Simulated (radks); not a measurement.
Results of a calculation; reference values are marked as such.
Spherical quantum dot in the effective-mass picture: electrons in a well V = -V0 / (1 + exp((r - R)/a)) with V0 = 5.35, R = 7.53, a = 0.46, all in effective atomic units (hartree* = m*/eps^2 hartree, bohr* = eps/m* bohr), one dielectric constant everywhere. Level of theory: non-relativistic Kohn-Sham, PBE, spin-polarised, spherical densities (a radial shooting solver with Libxc functionals). Levels are named by radial order and angular momentum (1s, 1p, 1d, 2s, ...), and open shells are averaged over m.

N = 9, configuration 1s2 1p6 1d(up 1, down 0). This is the lowest configuration that the search found. Occupied and some empty levels:

level,occupation,eigenvalue (hartree*),<r> (bohr*)
1s up,1,-3.6792,4.640
1s down,1,-3.6704,4.608
1p up,3,-3.6234,4.848
1p down,3,-3.6136,4.828
1d up,1,-3.5285,5.039
1d down,0,-3.5177,5.027
1f up,0,-3.4007,5.207
1f down,0,-3.3893,5.199
2s up,0,-3.3153,3.410
2s down,0,-3.3125,3.415
2p up,0,-3.1597,3.950
2p down,0,-3.1558,3.949

Energy (hartree*): total -39.7698, kinetic 1.6133, external -47.365, Hartree 7.6815, exchange-correlation -1.6994.
